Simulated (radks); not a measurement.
The mean radii <r> (bohr) of the occupied orbitals of an atom or ion are listed with their occupations. All-electron calculation, scalar-relativistic Kohn-Sham, LB94 model potential, spin-polarised, spherical densities, finite nucleus; Fermi nuclear charge, rms radius of each element as measured or else 0.836 A^(1/3) + 0.57 fm. Program: a radial shooting solver on a logarithmic mesh with Libxc functionals.

| orbital | occ. | <r> |
|---|---|---|
| 1s down | 1 | 0.02271 |
| 1s up | 1 | 0.02271 |
| 2s down | 1 | 0.09684 |
| 2s up | 1 | 0.09684 |
| 2p down | 3 | 0.08528 |
| 2p up | 3 | 0.08528 |
| 3s down | 1 | 0.2543 |
| 3s up | 1 | 0.2544 |
| 3p down | 3 | 0.2525 |
| 3p up | 3 | 0.2525 |
| 3d down | 5 | 0.2300 |
| 3d up | 5 | 0.2301 |
| 4s up | 1 | 0.5682 |
| 4s down | 1 | 0.5683 |
| 4p up | 3 | 0.5962 |
| 4p down | 3 | 0.5965 |
| 4d up | 5 | 0.6319 |
| 4d down | 5 | 0.6323 |
| 4f up | 1 | 0.6737 |

Name the element and its charge. Open shells, if any, are filled with parallel spins first.

Answer. Z = 62, samarium, charge +15: Sm15+ in [Kr] 4d10 4f1. The 1s radius gives Z: for a bare nucleus <r> = (2 gamma + 1)/(2Z) with gamma = sqrt(1 - (Z/c)^2), 0.02245 bohr for Z = 62, and screening makes it slightly larger (0.02271 here). The occupations add up to 47, and the charge is Z minus that.
